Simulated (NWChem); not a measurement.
System: C2H4N cation; SMILES CC#[NH+]

```xyz
7

C     -0.0001    -1.2651    -0.0001
C     -0.0001     0.1658    -0.0003
N     -0.0002     1.3120    -0.0009
H     -0.7087    -1.6262    -0.7642
H     -0.3075    -1.6263     0.9957
H      1.0160    -1.6261    -0.2317
H     -0.0003     2.3292    -0.0023
```
Atoms are numbered in this order, from 1.

Program: NWChem. Pople sets run with spherical d functions. Geometry: optimised at PBE0/def2-SVP. B3LYP is NWChem's, with the RPA form of VWN correlation. Atomic charges in e: unrestrained fits to the electrostatic potential beside Mulliken populations; buried atoms are poorly determined by the fit.

For level B3LYP/def2-SVP:

```yaml
Mulliken C1: 0.05
ESP C2: 0.54
Mulliken C2: 0.04
ESP N3: -0.32
Mulliken N3: 0.20
```

**Question.** How do the values read with level Hartree-Fock/6-31G* instead?

**Answer.** 
| Quantity | Value |
|---|---|
| Mulliken C1 | -0.61 |
| ESP C2 | 0.67 |
| Mulliken C2 | 0.76 |
| ESP N3 | -0.47 |
| Mulliken N3 | -0.62 |
